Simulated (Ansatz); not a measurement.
```xyz
2

Cl   -0.7159   -0.5663    0.7090
I     0.7159    0.5663   -0.7090
```

Total charge 0; spin multiplicity 1. I: def2 effective core potential.

Q: List the CAM-B3LYP/def2-TZVPP orbital energies in eV (Ansatz 0.2.0). (Estimate.)

A: The calculation gave: Occupied: -2765.20, -259.90, -199.05, -198.76, -198.76, -189.45, -135.88, -135.35, -135.35, -55.49, -55.32, -55.32, -54.88, -54.88, -25.54, -21.09, -13.02, -11.79, -11.79, -9.08, -9.08. Lowest empty: -2.31, 4.64, 5.27, 5.27, 6.61, 6.61, 6.71, 6.71.
